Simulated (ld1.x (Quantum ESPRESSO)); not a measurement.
## B: one change to an ultrasoft potential, before and after

| Quantity | Value |
| --- | --- |
| Element | boron (B) |
| Generator | ld1.x (Quantum ESPRESSO) 7.5 |
| Type | ultrasoft |
| Functional | LDA (PZ) |
| Relativity | scalar-relativistic |
| Frozen core | [He] |
| Valence charge | 3 |
| Reference configuration | 2s2 2p1 |
| Partial waves | 2s (bound): rcut 1.10, rcutus 1.30 bohr; 2s channel at 0.25 Ry: rcut 1.10, rcutus 1.30 bohr; 2p (bound): rcut 1.95, rcutus 2.10 bohr; 2p channel at 2.25 Ry: rcut 1.95, rcutus 2.10 bohr |
| Local potential | all-electron potential smoothed inside 1.45 bohr (lloc = -2) |
| Core correction | Bessel-smoothed model core inside 0.85 bohr |
| Augmentation charge | PSQ, inside the norm-conserving radii |

Change: core correction Bessel-smoothed model core inside 0.58 bohr.

Cutoffs: the cutoffs (Ry, on a coarse ladder) from which the occupation-weighted sum of valence levels, in a spherical-Bessel basis at the reference potential, stays within 10 and 1 mRy of its value at 400 Ry; they do not see the model core or the augmentation charge, which bear on the density cutoff. Errors are all-electron minus pseudo energies relative to the spin-unpolarised reference configuration.

**Question.** How do hardness, ghosts and transferability respond?

**Answer.** The potential gets neither clearly harder nor softer (15 Ry and 21 Ry → 15 Ry and 21 Ry); of the 9 tests that both files solve, the error grows in 2 and shrinks in 2 by more than 15 % and 0.3 meV (median size 8.8 → 8.7 meV); neither file shows a bound ghost. A model core, the more so a compact one, raises the density cutoff, which this test does not measure.

```csv
quantity,base,changed
"cutoff, loose",15 Ry,15 Ry
"cutoff, tight",21 Ry,21 Ry
bound ghosts,none,none
"error for 2s2 2p0, meV [ΔE 8.33 eV]",-17,-19
"error for 2s1 2p0, meV [ΔE 33.63 eV]",-37,-42
"error for 2s2 2p0.5, meV [ΔE 2.94 eV]",-2.6,-2.8
"error for 2s2 2p1.3, meV [ΔE -0.77 eV]",-0.2,-0.2
"error for 2s1 2p2, meV [ΔE 5.69 eV]",+3.3,+2.8
"error for 2s0 2p3, meV [ΔE 11.40 eV]",+13,+11
"error for 2s1 2p1, meV [ΔE 14.28 eV]",+8.8,+8.7
"error for 2s2 2p1 (spin-polarised), meV [ΔE -0.23 eV]",-2.0,-4.3
"error for 2s1 2p0 (spin-polarised), meV [ΔE 32.90 eV]",-40,-47
s: phases at 2.30 bohr within 0.05 rad from the reference energy up to (Ry; the scan ends near 5),to the end of the scan,to the end of the scan
p: phases at 2.30 bohr within 0.05 rad from the reference energy up to (Ry; the scan ends near 5),to the end of the scan,to the end of the scan
lowest overlap eigenvalue by channel,"s 0.56, p 0.44","s 0.56, p 0.44"
```
